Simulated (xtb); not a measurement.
tetraarsenic (As₄), SMILES [As]12[As]3[As]1[As]23. All values are semi-empirical tight-binding results from xtb (GFN2-xTB unless named), good for trends rather than for accurate numbers. Geometry: GFN2-xTB.

The point group as xtb finds it is Td. The orbital gap comes out as 3.73 eV and the zero-point energy is 2.1 kcal/mol. The G − E(el) at 298.15 K (modified RRHO) is -17.0 kcal/mol and the static polarisability (D4 model) is 107.3 bohr³. The solvation energy, GFN2-xTB/ALPB(water) is -3.3 kcal/mol. The solvation energy, GFN2-xTB/ALPB(acetone) is -6.8 kcal/mol.
